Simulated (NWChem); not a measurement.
CaF$_{2}$; SMILES [F][Ca][F]

```xyz
3

Ca     0.0000     0.0000     0.2911
F      1.8204     0.0000    -0.4656
F     -1.8204     0.0000    -0.4656
```
Atoms are numbered in this order, from 1.

Geometry: optimised at PBE-D3(BJ)/def2-SVP.

Give the principal values of the shielding tensors (ppm) of Ca1, F2 from PBE0/cc-pCVTZ, GIAO (NWChem), with their diamagnetic and paramagnetic parts as GIAO splits them.


```
atom     σ11     σ22     σ33  isotropic  diamagnetic  paramagnetic
----  ------  ------  ------  ---------  -----------  ------------
Ca1   1007.9  1076.5  1368.4     1150.9       1418.6        -267.6
F2     -67.5    -7.7   473.9      132.9        479.2        -346.3
```
